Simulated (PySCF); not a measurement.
Gas-phase equilibrium of 1 mol H₂S, 0.63 mol SO₂ at 1400 K and 0.00133 bar, among 21 species (S₂O, SO₂, O₂, O, S₂, S₆, HO₂, H₂S₂, H₂O, H, H₂O₂, H₂S, O₃, SO, SH, H₂, S₈, S, SO₃, H₂SO₄, OH). Only gases are allowed; each row takes one source of thermochemistry for all species, and Cantera finds the minimum.

Computed with PySCF (xtb for GFN2) and rigid-rotor harmonic-oscillator thermochemistry at 1 bar. † marks an energy on the PBE0/def2-TZVP geometry and frequencies; other levels use their own. Open shells (unrestricted) among the columns below: S₂ (multiplicity 3), SO (multiplicity 3); the rest are closed-shell singlets. GFN2 has no spin-polarisation term. B3LYP is the form with VWN-RPA correlation. The harmonic model lacks anharmonicity and excited electronic states, which grow with temperature; levels with a mode under 35 cm⁻¹ are left out.

Molecules larger than those listed are left out.

Mole fractions:

```csv
thermochemistry,x H₂O,x S₂,x H₂,x SO₂,x SO,x H₂S,x S₂O
B3LYP/def2-TZVP†,0.34,0.32,0.16,0.13,0.037,0.0082,0.00032
BLYP/def2-TZVP†,0.20,0.28,0.29,0.19,0.040,0.0057,0.00086
GFN2-xTB,0.17,0.27,0.29,0.22,6.3e-5,0.031,0.0057
M06-2X/def2-TZVP†,0.42,0.35,0.093,0.11,0.016,0.0078,0.00029
PBE/def2-SVP,0.43,0.35,0.074,0.081,0.053,0.0072,0.00066
r2SCAN/def2-TZVP†,0.29,0.31,0.20,0.16,0.027,0.0077,0.00062
```
The most sensitive of these is SO: it spans a factor of 10^2.9 over these rows; at this temperature one factor of ten is RT ln 10 = 27 kJ/mol.
